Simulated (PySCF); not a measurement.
Run record for `C=C[C@H](C)C#CC`: PBE/def2-SVPD, TDA, 25 singlets.

Method: TDA PBE/def2-SVPD, vertical, gas phase, core orbitals frozen in the response (PySCF 2.14.0, density-fitted response routines). Geometry: GFN2-xTB. The command runs a driver script over a list of jobs; the input below is this job's line of settings and its coordinates in Å.

Command:
```bash
OMP_NUM_THREADS=1 python probes_run.py task.json out
```

Input:
```
{"job": {"kind": "uv", "xc": "PBE", "basis": "def2-SVPD", "nstates": 25, "ntriplets": 2, "tda": true}, "charge": 0, "multiplicity": 1}
C     -2.130816     1.850800     0.209993
C     -1.500254     0.726810     0.490043
C     -0.598517     0.000273    -0.469196
C     -1.142324    -1.405824    -0.754683
C      0.736587    -0.086144     0.106733
C      1.821106    -0.171152     0.609384
C      3.141052    -0.268309     1.195979
H     -2.032342     2.334251    -0.748983
H     -2.771816     2.339953     0.924193
H     -1.607051     0.258998     1.460234
H     -0.539440     0.560806    -1.410156
H     -2.133641    -1.337591    -1.197654
H     -0.483986    -1.932003    -1.442107
H     -1.209355    -1.979478     0.167174
H      3.306726     0.564414     1.879461
H      3.236455    -1.203240     1.748297
H      3.900619    -0.240534     0.414658
```

What does the run print?

```
coarse grid: 13808 points
cycle   1  E = -271.9441051393  dE =  5.423e-01  |g| = 6.094e-01  |ddm| = 1.121e+01
cycle   2  E = -271.8629275178  dE =  8.118e-02  |g| = 8.033e-01  |ddm| = 5.940e+00
cycle   3  E = -272.0513325468  dE = -1.884e-01  |g| = 1.045e-01  |ddm| = 4.295e+00
cycle   4  E = -272.0512734735  dE =  5.907e-05  |g| = 1.087e-01  |ddm| = 4.435e-01
cycle   5  E = -272.0542667804  dE = -2.993e-03  |g| = 1.200e-02  |ddm| = 1.842e-01
cycle   6  E = -272.0542847311  dE = -1.795e-05  |g| = 8.169e-03  |ddm| = 5.678e-02
cycle   7  E = -272.0543012081  dE = -1.648e-05  |g| = 2.112e-03  |ddm| = 1.723e-02
cycle   8  E = -272.0543024082  dE = -1.200e-06  |g| = 4.654e-04  |ddm| = 5.526e-03
final grid: 132176 points
cycle   9  E = -272.1133264444  dE = -4.452e-05  |g| = 1.321e-02  |ddm| = 3.201e-01
cycle  10  E = -272.1132721714  dE =  5.427e-05  |g| = 1.918e-02  |ddm| = 8.643e-02
cycle  11  E = -272.1133695471  dE = -9.738e-05  |g| = 4.564e-03  |ddm| = 5.331e-02
cycle  12  E = -272.1133750211  dE = -5.474e-06  |g| = 7.410e-04  |ddm| = 8.259e-03
cycle  13  E = -272.1133751263  dE = -1.052e-07  |g| = 3.547e-04  |ddm| = 2.027e-03
cycle  14  E = -272.1133751570  dE = -3.073e-08  |g| = 9.314e-05  |ddm| = 6.552e-04
cycle  15  E = -272.1133751593  dE = -2.337e-09  |g| = 1.838e-05  |ddm| = 3.672e-04
cycle  16  E = -272.1133751594  dE = -9.561e-11  |g| = 2.862e-06  |ddm| = 7.743e-05
converged SCF energy = -272.1133751594

Static polarisability (au): isotropic 88.892, principal 67.686 80.626 118.364

Singlet excitations
state   eV       nm        f      main configurations
  1   5.2624    235.6   0.00299   H-1->L 0.88, H->L 0.11
  2   5.4423    227.8   0.06113   H->L 0.74, H-2->L 0.11, H-1->L 0.10
  3   6.0692    204.3   0.00388   H->L+1 1.00
  4   6.1641    201.1   0.01963   H-1->L+1 0.93
  5   6.3702    194.6   0.00050   H->L+2 0.98
  6   6.5524    189.2   0.02962   H-1->L+2 0.71, H-1->L+3 0.10
  7   6.6618    186.1   0.01705   H-2->L+1 0.99
  8   6.7492    183.7   0.01044   H->L+3 0.66, H-1->L+3 0.21, H->L+4 0.08
  9   6.8470    181.1   0.01200   H->L+4 0.72, H-1->L+3 0.11
 10   6.8777    180.3   0.01287   H->L+5 0.28, H-1->L+4 0.26, H-1->L+3 0.25
 11   6.9268    179.0   0.01802   H-2->L+2 0.59, H-1->L+3 0.17
 12   6.9416    178.6   0.02321   H-1->L+4 0.51, H->L+5 0.22, H-1->L+5 0.11
 13   7.0208    176.6   0.01276   H-1->L+5 0.61, H->L+6 0.19, H->L+5 0.11
 14   7.0803    175.1   0.06947   H-2->L+2 0.19, H-1->L+6 0.16, H-1->L+5 0.15
 15   7.1284    173.9   0.01774   H->L+6 0.62, H-1->L+6 0.20
 16   7.2101    172.0   0.07259   H-1->L+6 0.40, H-2->L+3 0.20, H-2->L+4 0.10
 17   7.3703    168.2   0.02293   H-2->L+3 0.59, H-2->L+4 0.32
 18   7.4996    165.3   0.02280   H-2->L+5 0.64, H-2->L+4 0.27
 19   7.6185    162.7   0.01913   H->L+7 0.88
 20   7.6332    162.4   0.02029   H-3->L 0.70, H-1->L+7 0.13
 21   7.6856    161.3   0.01221   H-1->L+7 0.57, H-2->L+6 0.32
 22   7.7027    161.0   0.00657   H-2->L+6 0.62, H-1->L+7 0.21, H-3->L 0.15
 23   7.9668    155.6   0.00276   H-4->L 0.99
 24   8.1412    152.3   0.03622   H->L+8 0.85
 25   8.1716    151.7   0.33314   H-2->L 0.20, H-1->L+8 0.18, H-2->L+5 0.12

Triplet excitations (Tamm-Dancoff, eV): 4.5469 5.0899
```

The SCF starts on a coarse grid where the log names one; the energy can jump when the final grid takes over, and dE then counts from the start density on the new grid. H and L stand for HOMO and LUMO; the number after each pair is its weight.

Give S1 in cm⁻¹ and kJ/mol.

5.2624 eV × 8065.54 = 42444 cm⁻¹; × 96.485 = 507.7 kJ/mol.

Give the mean polarisability as a volume in Å³, and the ratio of the largest to the smallest principal value.

88.892 au × 0.148185 = 13.17 Å³; 118.364/67.686 = 1.75.

In short: SCF converged in 16 cycles with 220 basis and 763 fitting functions; HOMO -5.97 eV, LUMO -0.79 eV; lowest singlet 5.26 eV; lowest triplet 4.55 eV (Tamm–Dancoff); mean polarisability 88.9 au.

Rough CPU time on one thread of a shared machine: about 1.6 min.

Shape of the structure used: `[CH2:1]=[CH:2][C@H:3]([CH3:4])[C:5]#[C:6][CH3:7]`: C1–C2–C3–C4 -119°.

One conformer stands for the species.
